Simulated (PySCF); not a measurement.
# Static response to an electric field

Species: C₅H₁₂BNO.
Cartesian coordinates in Å at the PBE0-D3(BJ)/def2-SVP level; atoms count from 1:
```
atom  x, y, z in Å
B1     3.3105    1.4475   -1.0495
N2     2.2723    0.3367   -0.8894
C3     1.4846   -0.4908   -0.7511
C4     0.4585   -1.5381   -0.5894
O5    -0.8361   -1.0780   -0.7166
C6    -1.4483   -0.5461    0.4590
C7    -2.9285   -0.4771    0.1530
C8    -0.8710    0.8014    0.8573
H9     4.2856    0.9226   -1.5712
H10    3.5373    1.8609    0.0799
H11    2.7871    2.2870   -1.7698
H12    0.6396   -2.2840   -1.3813
H13    0.6450   -2.0383    0.3822
H14   -1.2799   -1.2702    1.2830
H15   -3.4897   -0.1367    1.0348
H16   -3.1126    0.2283   -0.6712
H17   -3.3062   -1.4646   -0.1469
H18    0.1880    0.7425    1.1490
H19   -1.4217    1.2044    1.7200
H20   -0.9584    1.5172    0.0258
```

Level: PBE0/def2-SVPD (PySCF), static field, nuclei fixed, core orbitals frozen in the response. The polarisability tensor in these axes (au):

```
x   115.09  18.78  -9.34
y    18.78  96.30  -1.68
z    -9.34  -1.68  78.11
```

Problem. What are the eigenvalues, a third of the trace, and Δα (Δα² = ½Σ(αi − αj)² over the three pairs)?

Solution. Principal values 75.30, 85.94 and 128.26 au; mean 96.50 au = 14.30 Å³ = 15.91 × 10⁻⁴⁰ C²·m²/J; Δα = 48.52 au (50 % of the mean).

Problem. What is the dipole moment, and where does it point?

Solution. (-4.88, -4.39, 2.20) D, 6.93 D in size, pointing from the negative to the positive side. Measured along this direction, the outermost atoms are H9 at the negative end and H17 at the positive end.

Problem. Molar refractivity from α?

Solution. Lorentz–Lorenz: R = (4π/3)N_A α = 2.5225 cm³/(mol·Å³) × 14.30 Å³ = 36.1 cm³/mol, in the limit of long wavelengths.

Problem. Sum over states: ᾱ = Σ f/ω², ω in Eh. What share falls to these 10 lowest TDDFT singlets (eV, f)? 5.34, 0.0026; 5.65, 0.0420; 5.86, 0.0058; 6.54, 0.0614; 6.69, 0.5668; 6.85, 0.0105; 6.90, 0.0153; 7.20, 0.0035; 7.73, 0.0070; 7.76, 0.0297.

Solution. They add up to 12.51 au, 13.0 % of the 96.50 au; the largest single term is 9.38 au, from the state at 6.69 eV. Terms in order: 0.07, 0.98, 0.12, 1.06, 9.38, 0.17, 0.24, 0.05, 0.09, 0.37 au. Higher excitations give the rest. The strengths listed sum to 0.745.

Problem. What depolarisation ratio follows for Rayleigh scattering of linearly polarised light, taking the static tensor?

Solution. ρ = 3Δα²/(45ᾱ² + 4Δα²) = 7062.2/(419042 + 9416.3) = 0.0165.

Problem. Orientational against electronic polarisability at 350 K (dilute gas, rigid molecules)?

Solution. In Gaussian units μ²/3kT = 330.90 Å³ against 14.30 Å³, a ratio of 23.14; the Debye molar polarisation (4π/3)N_A(α + μ²/3kT) is 870.8 cm³/mol, leaving out the vibrational part.

The structure is a single PBE0-D3(BJ)/def2-SVP conformer in the gas phase; no vibrational or solvent corrections.
